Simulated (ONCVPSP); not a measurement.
## Configuration tests for Cl (ONCV)

* Element: chlorine
* Generator: ONCVPSP 4.0.1
* Type: optimised norm-conserving Vanderbilt (ONCV)
* Functional: PBE
* Relativity: scalar-relativistic
* Frozen core: [Ne]
* Valence charge: 7
* Reference configuration: 3s2 3p5
* Partial waves: 3s: rc 1.25 bohr, ncon 5, nbas 9, qcut 4 1/bohr, 2 projectors, debl 2.4 Ha; 3p: rc 1.55 bohr, ncon 4, nbas 8, qcut 5.4 1/bohr, 2 projectors, debl 4 Ha; d scattering state at 0.37 Ha: rc 1.25 bohr, ncon 4, nbas 9, qcut 7.3 1/bohr, 2 projectors, debl 0.5 Ha
* Local potential: polynomial inside 0.90 bohr (lpopt 5, dvloc0 6 Ha)
* Core correction: none

Energies are relative to the spin-unpolarised reference configuration 3s2 3p5; without spin polarisation the order of configurations can differ from experiment.

```csv
valence configuration,charge,ΔE all-electron (eV),error AE − PS (meV)
3s2 3p4,+1,13.875,-0.5
3s2 3p3,+2,39.322,+5.3
3s1 3p5,+1,26.584,+1.3
```

(1) What are ΔE and the potential's error for 3s2 3p2?

Levels in the configuration 3s2 3p3:

```csv
level,all-electron (eV),pseudo (eV)
3s,-44.917,-44.904
3p,-31.685,-31.669
```

## Answers

(1) ΔE = 77.629 eV all-electron; the error (AE − PS) is +33 meV.
